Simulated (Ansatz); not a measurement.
Geometry optimisation, RKS PBE-D4/def2-SVPD in Ansatz.

input.yaml

```yaml
crystal:
  periodic: [false, false, false]
  atoms:
    - { symbol: S, position_ang: [1.50611, 0.32658, 0.86326] }
    - { symbol: Te, position_ang: [-0.55429, 0.65917, -0.23128] }
    - { symbol: H, position_ang: [-0.95182, -0.98575, -0.63198] }
total_charge: -1
basis:
  gaussian: { orbitals: def2-SVPD }
hamiltonian:
  xc: pbe
  dispersion: d4
relax:
  f_tol: 0.02
  max_steps: 40
scf:
  lower_state_search: "off"
```

Command:

```bash
$ ansatz run input.yaml --threads 1 --pin off --max-ram 2048MiB --backend cpu --events-out ev --progress --plain --runs-dir out
```

Question: Where does it end, and by what steps?

Answer: The forces met the threshold. Limits of this set-up: the dipole of an ion depends on the origin. After 3 steps the energy has fallen by 0.027 eV; S1 moved furthest, 0.05 Å.

```csv
step,energy less start (eV),largest force component (eV/Å),accepted
0,0.0000,0.663,yes
1,-0.0107,0.276,yes
2,-0.0271,0.052,yes
3,-0.0274,0.012,yes
```

```xyz
3
Properties=species:S:1:pos:R:3
S 1.548 0.347 0.889
Te -0.564 0.634 -0.239
H -0.985 -0.980 -0.649
```

Whether the end is a true minimum wasn't checked by a vibrational analysis.

The run took 4.3 s on 1 thread of Intel(R) Xeon(R) Platinum 8259CL CPU @ 2.50GHz (Skylake/Cascade Lake), with other jobs on the host, peak memory 0.12 GiB.
